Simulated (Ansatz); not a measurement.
Born–Oppenheimer molecular dynamics of BClFHO (5 atoms, charge 0, multiplicity 1). It starts from a relaxed structure.

These are results of RKS BLYP/cc-pVDZ in Ansatz, not measurements.

```json
{
  "ensemble": "NVE (velocity Verlet)",
  "time step": "1 fs",
  "steps asked": "150",
  "starting velocities drawn for": "1500 K",
  "seed": "483619"
}
```

First frame:

```xyz
5
Properties=species:S:1:pos:R:3
B 0.010 -0.079 -0.035
Cl -0.055 -0.113 1.760
F 1.178 0.211 -0.626
O -1.071 -0.335 -0.815
H -1.870 -0.531 -0.287
```

(1) How far do the bonds stretch over the last three quarters of this one trajectory? (Pairs bonded in most of those frames.)

Results:

(1) 
```
  bond  mean (Å)  spread (Å)  shortest  longest
B1–Cl2     1.810       0.047      1.72     1.90
 B1–F3     1.346       0.039      1.28     1.42
 B1–O4     1.367       0.045      1.28     1.44
 O4–H5     0.982       0.012      0.96     1.00
```

Mean temperature of the second half: 759 K. The conserved energy stayed within 0.77 meV per atom of its start (net change 0.24 meV per atom), so the integration is sound. Over the second half the temperature averaged 0.51 of the 1500 K drawn at the start: a run that starts near a minimum puts about half its kinetic energy into the potential. A run of 0.15 ps of so small a system gives no equilibrium averages.

Run time: 2.4 min on 1 thread of AMD EPYC 7R43 64-Core Processor (Zen 3) (shared host), peak memory 0.12 GiB.
